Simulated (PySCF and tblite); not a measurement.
Values are calculated unless marked as measured or tabulated.
3 regioisomers of C₅H₁₂GeS:

```json
{"isomer": "A", "SMILES": "[GeH3:1][C@@H:2]1[CH2:3][CH2:4][CH2:5][CH2:6][S:7]1"}
{"isomer": "B", "SMILES": "[GeH3:1][C@@H:2]1[CH2:3][CH2:4][CH2:5][S:6][CH2:7]1"}
{"isomer": "C", "SMILES": "[GeH3:1][CH:2]1[CH2:3][CH2:4][S:5][CH2:6][CH2:7]1"}
```

Protocol: conformer search, at most 4 conformers an isomer, GFN2-xTB geometries, energies PBE0/pcSseg-1 (D3(BJ) added where defined), GIAO shieldings PBE0/pcSseg-1, weights at 298.15 K with GFN2-xTB thermal terms. Programs: PySCF with density fitting and tblite.

Task: What shifts does each isomer give (ppm; of two unlike H on one atom, a is the less shielded)?

Result: 
A: ¹H (against TMS): 2.80 (H6a, 1H), 2.55 (H2, 1H), 2.50 (H6b, 1H), 2.03 (H3a, 1H), 1.89 (H3b, 1H), 1.84 (H5a, 1H), 1.77 (H5b, 1H), 1.63 (H4a, 1H), 1.50 (H4b, 1H). ¹³C (against TMS): 36.3 (C3), 35.9 (C6), 33.2 (C2), 32.2 (C5), 30.7 (C4).

B: ¹H (against TMS): 2.73 (H7a, 1H), 2.70 (H5a, 1H), 2.59 (H7b, 1H), 2.51 (H5b, 1H), 1.98 (H4a, 1H), 1.96 (H3a, 1H), 1.70 (H4b, 1H), 1.64 (H2, 1H), 1.29 (H3b, 1H). ¹³C (against TMS): 39.8 (C7), 36.7 (C5), 34.9 (C3), 33.4 (C4), 30.1 (C2).

C: ¹H (against TMS): 2.61 (H4a/H6a, 2H), 2.61 (H4b/H6b, 2H), 2.06 (H3a/H7a, 2H), 1.73 (H3b/H7b, 2H), 1.26 (H2, 1H). ¹³C (against TMS): 37.1 (C4/C6), 35.6 (C3/C7), 28.9 (C2). H not on carbon is left out.

Spin–orbit effects of the heavy atoms on shieldings are missing. Shifts are unscaled: against experiment ¹³C can be off by 15 ppm or more and ¹H by 0.8 ppm.
